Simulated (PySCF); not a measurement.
**Electronic absorption of C2H7FO3Si2**

Species: C2H7FO3Si2.
Z-matrix (Å and degrees, GFN2-xTB geometry), rows numbered from 1:
```
O 
C   1  1.4027
C   2  1.5266  1  112.04
O   3  1.4345  2  107.64  1   -60.36
Si  4  1.6128  3  117.77  2  -111.75
F   5  1.5943  4  108.91  3  -125.05
O   5  1.6345  4  102.11  3    -9.83
Si  7  1.6299  5  116.72  4     3.33
H   1  0.9657  2  107.08  3    45.22
H   2  1.0922  1  106.79  3   120.58
H   2  1.1012  1  110.28  3  -121.21
H   3  1.0952  2  108.34  1    53.52
H   5  1.4375  4  116.07  3   109.85
H   8  1.4546  3  112.24  2  -135.83
H   8  1.4548  3  111.97  2    -0.14
```

Method: TDDFT wB97X-D/def2-SVPD, vertical, gas phase, core orbitals frozen in the response (PySCF 2.14.0, density-fitted response routines).

```json
{"state": "S1", "E (eV)": "7.07", "λ (nm)": "175.5", "ν̃ (cm⁻¹)": "56990", "f": "0.012", "main configurations (H = HOMO, L = LUMO)": "H→L (71%), H-1→L (19%)"}
{"state": "S2", "E (eV)": "7.58", "λ (nm)": "163.6", "ν̃ (cm⁻¹)": "61140", "f": "0.011", "main configurations (H = HOMO, L = LUMO)": "H-1→L (49%), H-2→L (17%), H→L+2 (11%)"}
{"state": "S3", "E (eV)": "7.70", "λ (nm)": "161.0", "ν̃ (cm⁻¹)": "62100", "f": "0.0076", "main configurations (H = HOMO, L = LUMO)": "H→L+1 (26%), H→L+2 (23%), H-2→L (15%)"}
{"state": "S4", "E (eV)": "7.94", "λ (nm)": "156.2", "ν̃ (cm⁻¹)": "64030", "f": "0.0026", "main configurations (H = HOMO, L = LUMO)": "H-3→L (32%), H→L+1 (22%), H-2→L (16%)"}
{"state": "S5", "E (eV)": "8.11", "λ (nm)": "152.9", "ν̃ (cm⁻¹)": "65400", "f": "0.025", "main configurations (H = HOMO, L = LUMO)": "H→L+1 (27%), H→L+2 (27%), H-3→L (14%)"}
{"state": "S6", "E (eV)": "8.38", "λ (nm)": "148.0", "ν̃ (cm⁻¹)": "67590", "f": "0.0045", "main configurations (H = HOMO, L = LUMO)": "H-2→L (16%), H-3→L (14%), H→L+4 (13%)"}
{"state": "S7", "E (eV)": "8.46", "λ (nm)": "146.6", "ν̃ (cm⁻¹)": "68230", "f": "0.019", "main configurations (H = HOMO, L = LUMO)": "H-1→L+1 (50%), H-2→L (12%), H-3→L (10%)"}
{"state": "S8", "E (eV)": "8.63", "λ (nm)": "143.7", "ν̃ (cm⁻¹)": "69610", "f": "0.0012", "main configurations (H = HOMO, L = LUMO)": "H-2→L+1 (18%), H-1→L+1 (10%), H→L+4 (9%)"}
```

Triplets, Tamm–Dancoff:

```tsv
state	E (eV)	λ (nm)	main configurations (H = HOMO, L = LUMO)
T1	6.68	185.5	H→L (54%), H-1→L (34%)
T2	7.29	170.0	H-1→L (28%), H-2→L (23%), H→L (11%)
T3	7.44	166.7	H→L+2 (26%), H-2→L (18%), H-3→L (18%)
```

The lowest singlet comes at 175 nm (682 kJ/mol) in the vacuum ultraviolet; it is weak; its leading configuration is HOMO→LUMO (71%). The strongest level in the table is S5 at 8.11 eV (153 nm, f = 0.025). Löwdin shares by element: HOMO oxygen 56% or more, carbon 25% (atoms not listed hold the other 19%); LUMO silicon 38% or more, hydrogen 21% or more, oxygen 8% or more (atoms not listed hold the other 33%). The oscillator strengths of these states sum to 0.083; summed over the whole spectrum of an exact calculation they would give the number of electrons, 80 (Thomas–Reiche–Kuhn). Of the 8 states listed, 4 reach f = 0.01 and none stays under 0.0005. Orbital energies (eV): HOMO-3 -11.50, HOMO-2 -11.07, HOMO-1 -10.75, HOMO -9.94, LUMO 1.35, LUMO+1 2.01, LUMO+2 2.28. Only the lowest 8 singlets were computed, as vertical energies without vibronic structure.

The run took 74 s of wall time on Arm Neoverse V1, one thread, no GPU (shared host), and the process peaked at 1.0 GiB of memory.

One conformer stands for the species.

Without π bonds the low states are Rydberg-like; a valence basis with one diffuse set may place them up to an eV too high.
